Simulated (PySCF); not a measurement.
Isomers of C6H14AlB, from PBE0-D3(BJ)/def2-SVP geometry optimisation, gas phase (PySCF). One conformer each, no zero-point energy, no frequencies.

**Question.** Which isomer lies lower at this level?
A. `[CH3:1][B:2]([CH3:3])[C@@H:4]1[CH2:5][CH2:6][AlH:7][CH2:8]1` with C1–B2–C4–C5 -154°, B2–C4–C5–C6 -164°, C4–C5–C6–Al7 36°, C5–C6–Al7–C8 -12°, C6–Al7–C8–C4 -13°: A = 2969, B = 1006, C = 894.4 MHz, dipole 0.28 D
B. `[CH3:1][B:2]([CH3:3])[C@H:4]1[CH2:5][CH2:6][CH2:7][AlH:8]1` with C1–B2–C4–C5 161°, B2–C4–C5–C6 145°, C4–C5–C6–C7 -52°, C5–C6–C7–Al8 38°, C6–C7–Al8–C4 -15°: A = 2726, B = 1107, C = 976.0 MHz, dipole 0.94 D

**Answer.** B. That is `CB(C)[C@H]1CC[CH2][AlH]1`, 9.4 kcal/mol below the other.

```
                       SMILES                                                mapped SMILES      E (Eh)  relative (kcal/mol)  relative (kJ/mol)  dipole (D)
     CB(C)[C@H]1CC[CH2][AlH]1   [CH3:1][B:2]([CH3:3])[C@H:4]1[CH2:5][CH2:6][CH2:7][AlH:8]1  -503.67499                  0.0                0.0        0.94
CB(C)[C@@H]1C[CH2][AlH][CH2]1  [CH3:1][B:2]([CH3:3])[C@@H:4]1[CH2:5][CH2:6][AlH:7][CH2:8]1  -503.66004                  9.4               39.3        0.28
```
